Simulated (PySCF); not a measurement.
PySCF input file for Cd(Br)(NH2) (BrCdH2N), SMILES [Cd]([Br])[NH2], C-PCM-B3LYP/def2-SVP. Geometry optimised at PBE-D3(BJ)/def2-TZVP. The def2 effective core potentials stand for the cores of Cd; spin–orbit coupling is left out. Other conformers were not sampled.

```python
import numpy as np
from pyscf import gto, scf, dft
from pyscf.solvent import pcm

mol = gto.M(
    atom='''
    Cd    0.71635066   -0.01752197    0.00000000
    Br   -1.70930474    0.00934838   -0.00000000
    N     2.74300473    0.16731886   -0.00000001
    H     3.11990056   -0.32868541   -0.81502431
    H     3.11990056   -0.32868540    0.81502430
    ''',
    basis='def2-SVP',
    ecp={'Cd': 'def2-svp'},
    charge=0,
    spin=0,
    max_memory=1600,
    verbose=3,
)
mf = dft.RKS(mol, xc='b3lyp').density_fit(auxbasis='def2-universal-jkfit')
mf.grids.level = 3
mf.conv_tol = 1e-9
mf.max_cycle = 100
mf.kernel()
res = {}
for name, eps in {'water': 78.355, 'tetrahydrofuran': 7.4257, 'dichloromethane': 8.93}.items():
    s = mf.PCM()
    s.with_solvent.method, s.with_solvent.eps, s.with_solvent.lebedev_order = 'C-PCM', eps, 29
    s.kernel(mf.make_rdm1())
    res[name] = (s.e_tot, eps, s.dip_moment(), s.mo_energy, s.converged)
    print(f'{name}: electrostatic solvation free energy {(s.e_tot - mf.e_tot) * 627.509474:.3f} kcal/mol')
```

Log of the run:

```
converged SCF energy = -2797.61250330347

WARN: PCM is an experimental feature. It is still in testing.
Features and APIs may be changed in the future.

converged SCF energy = -2797.63431182875
Dipole moment(X, Y, Z, Debye):  3.00168, -1.79221,  0.00000
water: electrostatic solvation free energy -13.685 kcal/mol

WARN: PCM is an experimental feature. It is still in testing.
Features and APIs may be changed in the future.

converged SCF energy = -2797.63108629252
Dipole moment(X, Y, Z, Debye):  2.88714, -1.71496,  0.00000
tetrahydrofuran: electrostatic solvation free energy -11.661 kcal/mol

WARN: PCM is an experimental feature. It is still in testing.
Features and APIs may be changed in the future.

converged SCF energy = -2797.6316723265
Dipole moment(X, Y, Z, Debye):  2.90803, -1.72885,  0.00000
dichloromethane: electrostatic solvation free energy -12.029 kcal/mol
```

The run converged.
